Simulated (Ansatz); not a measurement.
Mn3⁻. Charge -1, multiplicity 13. Geometry PBE0-D4/def2-TZVPD; atoms count from 1.

```xyz
3

Mn   -1.368    0.267    0.565
Mn    1.127    0.107    0.959
Mn    0.241   -0.374   -1.524
```

The charge -1 multiplicity 13 is spin-contaminated (final ⟨S²⟩ up to 43.77, 42.00 for a pure state). The highest occupied level of the charge -1 multiplicity 13 lies above zero (up to 0.08 eV). Its loss leaves the charge 0 multiplicity 14, which lies 0.90 eV higher (vertical, at PBE0-D4/def2-TZVPD), but this difference is unsure: the multiplicity 14 is doubtful (geometry relaxed on an unsound state). The geometry of the multiplicity 13 was relaxed on an unsound state (⟨S²⟩ 43.77, where a pure state has 42.00). The structure comes from a short search, and lower isomers may exist.

Q: Estimate the Mulliken populations from the PBE0/def2-TZVPD orbitals of Ansatz.

A: 
| atom | charge (e) | spin (α − β) | d electrons |
| --- | --- | --- | --- |
| Mn1 | -0.34 | 3.81 | 5.47 |
| Mn2 | -0.34 | 3.71 | 5.49 |
| Mn3 | -0.31 | 4.48 | 5.38 |
Mulliken values and Mayer orders depend strongly on the basis. With diffuse functions, as here, like atoms can get unlike values, and bond orders can come out too low or too high.

Q: Where does the spin sit?

A: Summed by element: Mn 12.00, of 12 unpaired in all. Largest on single atoms: Mn3 4.48, Mn1 3.81, Mn2 3.71.

Q: And the Mayer bond orders between bonded heavy atoms (over 0.3)?

A: Mn1–Mn2 1.39 (2.53 Å); Mn1–Mn3 1.07 (2.71 Å); Mn2–Mn3 1.10 (2.68 Å).
